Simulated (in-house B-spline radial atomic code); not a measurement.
Checks on a self-consistent run for Bi⁵⁸⁺, [Ar] 3d7. Level of theory: Dirac-Hartree-Fock, average of configuration, Fermi nucleus of rms radius 5.5211 fm; calculated with an all-electron radial atomic-structure program (B-spline basis).

```csv
orbital,q,ε (Eh),<1/r>,<r²>,small-component weight
1s1/2,2,-3489.01142,103.18,0.000346184,0.10054
2s1/2,2,-743.24672,25.6954,0.00513653,0.023444
2p1/2,2,-719.22743,25.5853,0.00361355,0.023459
2p3/2,4,-633.10583,20.3285,0.00476303,0.020631
3s1/2,2,-273.51630,9.75633,0.0313109,0.0084391
3p1/2,2,-263.18718,9.65283,0.0282432,0.0083544
3p3/2,4,-242.11820,8.28243,0.0334563,0.0076088
3d3/2,2.8,-227.26935,8.15312,0.0249546,0.007424
3d5/2,4.2,-222.72181,7.84878,0.0263413,0.0072239
```

Electron-electron repulsion V_ee = 2460.9029 hartree.

(1) What total energy follows from the eigenvalues?

(2) Does the Dirac virial theorem hold?

(3) What diamagnetic shielding (Lamb formula) and susceptibility (Langevin formula) do the radii give?

Results:

(1) The eigenvalues count the repulsion twice, so E = Σqε - V_ee = -16049.060 - 2460.903 = -18509.963 hartree; the run printed -18509.963.

(2) For a point nucleus E = -2c²Σq·w, with w the small-component weight. Here Σq·w = 0.49257 and c = 137.0360, so the ratio E/(-2c²Σq·w) is 1.000554; the finite nucleus accounts for the departure from 1.

(3) σ = (α²/3)Σq<1/r> = 517.976/(3·137.036²) = 9194.3 ppm, and χ = -0.79199×10⁻⁶·Σq<r²> = -0.3728×10⁻⁶ cm³/mol with Σq<r²> = 0.47068 bohr². Both are non-relativistic formulas without the paramagnetism of open shells; for so heavy an element the full relativistic shielding is larger by tens of per cent.
